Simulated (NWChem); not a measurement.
## Atomisation of C$_{4}$H$_{4}$ClF

```xyz
10

F      0.5613    -2.0472     0.0000
C      0.6863    -0.7255     0.0000
C     -0.1847     0.3106     0.0000
Cl    -1.8942     0.4670     0.0000
C      0.9219     1.3473     0.0000
C      1.9230     0.1332     0.0000
H      0.9744     1.9852     0.9064
H      0.9744     1.9852    -0.9064
H      2.5613     0.0608    -0.9056
H      2.5613     0.0608     0.9056
```
Charge 0, spin multiplicity 1.

All runs are NWChem calculations. All single points use one geometry, from PBE/def2-SVP, a minimum by its harmonic frequencies. It is one conformer; others weren't searched.

Basis set: def2-SVP. The atomisation energy is electronic alone: no zero-point, thermal, spin-orbit or counterpoise terms. No value is extrapolated to the basis-set limit. Free atoms are single determinants with multiplicities F 2, C 3, Cl 2, H 2. Correlated methods freeze the same cores in atoms and molecule, 10 orbitals in all.

| method | atomisation energy (kcal/mol) | relative cost |
|---|---|---|
| HF | 718.8 | 1 |
| PBE0 | 1018.8 | under 3 |
| B3LYP | 994.3 | under 3 |
| PBE | 1046.2 | under 3 |
| BLYP | 996.5 | under 3 |
| MP2 | 972.7 | under 3 |
| TPSS | 1010.9 | 3 |
| r2SCAN | 1010.1 | 3 |

The values span 327.4 kcal/mol, from HF (lowest) to PBE (highest). Relative cost: rough, from shared machines, SCF included, HF = 1. Costs are the molecule's.

B3LYP has NWChem's definition, with VWN1-RPA local correlation. The structure started from a generated list of species. No SCF solution was tested for a lower state. Open-shell Hartree-Fock references start from PBE0 orbitals; any time given for them includes that run.
